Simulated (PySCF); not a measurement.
**Computed vibrations of [WO3F]−**

[WO3F]− (singlet). PySCF 2.14.0, RKS PBE, W def2-SVP with ECP60, O def2-SVP, F def2-SVP; non-relativistic Hamiltonian with scalar-relativistic core potentials where named; density fitting; no spin-orbit coupling. Central differences of gradients.

```xyz
5

W     0.0141    0.0879    0.0000
O     1.7711   -0.2484    0.0000
O    -0.0497    1.8495    0.0000
O    -1.8059   -0.2767    0.0000
F    -0.0656   -1.9665    0.0000
```

Run from Python with OMP_NUM_THREADS=2. Where DIIS fails, smearing, a level shift and second-order steps follow.
It took 5.2 min on 2 threads of Arm Neoverse V2, on a shared host.

Problem. What are the harmonic wavenumbers and infrared intensities?

Solution. Modes are labelled in Cs; negative numbers are unstable modes, those under 60 cm⁻¹ near the noise; a finer grid moves soft modes by up to 10 cm⁻¹.
| cm⁻¹ | km/mol | symmetry |
| --- | --- | --- |
| -340 | – | a'' |
| -144 | – | a'' |
| 218 | 17.9 | a' |
| 244 | 3.2 | a' |
| 368 | 0.6 | a' |
| 466 | 49.7 | a' |
| 681 | 134.8 | a' |
| 843 | 121.3 | a' |
| 890 | 85.8 | a' |

Problem. Is this a minimum?

Solution. No: 2 unstable; the lowest moves the atoms so:
```
W    0.00  0.00 -0.04
O    0.00  0.00  0.62
O    0.00  0.00 -0.28
O    0.00  0.00  0.63
F    0.00  0.00 -0.38
```

The relaxed state isn't the lowest spin state tried at its geometry.
